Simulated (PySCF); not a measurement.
BiF₃, SMILES [F][Bi]([F])[F].

Geometry: PBE-D3(BJ)/def2-SVP. The isomer is the one that the SMILES or the coordinates give; other isomers of the formula were not compared. The def2 effective core potentials stand for the cores of Bi; spin–orbit coupling is left out.

Computed with PBE/def2-TZVPD in PySCF.

Gas-phase values at a fixed geometry.

Computed frontier levels, gap, dipole moment and polarisability:
* **highest occupied level**: -8.72 eV
* **lowest empty level**: -2.82 eV
* **orbital gap**: 5.90 eV
* **dipole moment**: 4.97 D
* **quadrupole, principal values (traceless, Buckingham form, about the centre of nuclear charge)**: -2.63, -2.63, 5.25 D·Å
* **mean static polarisability**: 43.6 bohr³ (6.46 Å³)
* **polarisability, principal values**: 40.4, 45.2, 45.2 bohr³
